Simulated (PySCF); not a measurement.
**Computed NMR parameters against published values**

Structure with atom numbers: `[CH3:1][O:2][Si:3]([CH3:4])([CH3:5])[O:6][CH3:7]`; H(Xn) means a hydrogen on atom n.

The experiment to reproduce: δ ²⁹Si Si3 -2.0 ppm (measured; liquid, neat; T. M. Alam, M. Henry, Phys. Chem. Chem. Phys. (a906445a), supplement).
δ ²⁹Si Si3 1.2 ppm (measured; solution, methanol/water; C. Corminboeuf, T. Heine, J. Weber, Chem. Phys. Lett. 357 (2002) 1).
δ ²⁹Si Si3 -2.5 ppm (measured; solution; W. Buchner, W. Wolfsberger, Z. Naturforsch. 32b (1977) 967).
δ ²⁹Si Si3 0.4 ppm (measured; solution, methanol; T. M. Alam, M. Henry, Phys. Chem. Chem. Phys. (a906445a), supplement).

Calculated, not measured (PySCF 2.14.0 with density-fitted response routines): NMR shieldings at PBE0/pcSseg-1/GIAO, geometry from GFN2-xTB. Single conformer, non-relativistic, no solvent, averaged over atoms made equivalent by symmetry, fast rotation or ring inversion.

Question: What does the calculation give, and how does it compare?

Answer: 
Reference values: measured (liquid, neat; T. M. Alam, M. Henry, Phys. Chem. Chem. Phys. (a906445a), supplement).
| atoms | quantity | reference | computed | computed, scaled |
| --- | --- | --- | --- | --- |
| Si3 | δ ²⁹Si vs TMS (internal) | -2.0 | -9.3 | -14.7 |

Reference values: measured (solution, methanol/water; C. Corminboeuf, T. Heine, J. Weber, Chem. Phys. Lett. 357 (2002) 1).
| atoms | quantity | reference | computed | computed, scaled |
| --- | --- | --- | --- | --- |
| Si3 | δ ²⁹Si vs TMS | 1.2 | -9.3 | -14.7 |

Reference values: measured (solution; W. Buchner, W. Wolfsberger, Z. Naturforsch. 32b (1977) 967).
```json
{"atoms": "Si3", "quantity": "δ ²⁹Si vs TMS", "reference": "-2.5", "computed": "-9.3", "computed, scaled": "-14.7"}
```

Reference values: measured (solution, methanol; T. M. Alam, M. Henry, Phys. Chem. Chem. Phys. (a906445a), supplement).
```
atoms                  quantity  reference  computed  computed, scaled
  Si3  δ ²⁹Si vs TMS (internal)        0.4      -9.3             -14.7
```

Computed shifts are σ(ref) − σ with the named reference compound (TMS for H and C) calculated as an isolated molecule at the same level. The measured values may be among those fitted. Shieldings were converted by a linear fit to measured shifts: ²⁹Si (scatter 8.9 ppm rms, 25.8 ppm with the 6 outliers that the fit left out vs TMS, solution or neat liquid). A few per cent of atoms miss by over 2 rms, more outside the fitted compound classes.

Question: How far are the unscaled ²⁹Si shifts from the references?

Answer: Mean signed difference -8.58 ppm, mean absolute 8.58 ppm over 4 comparisons; the largest is -10.5 ppm at Si3 (silicon bonded to 2 C, 2 O).
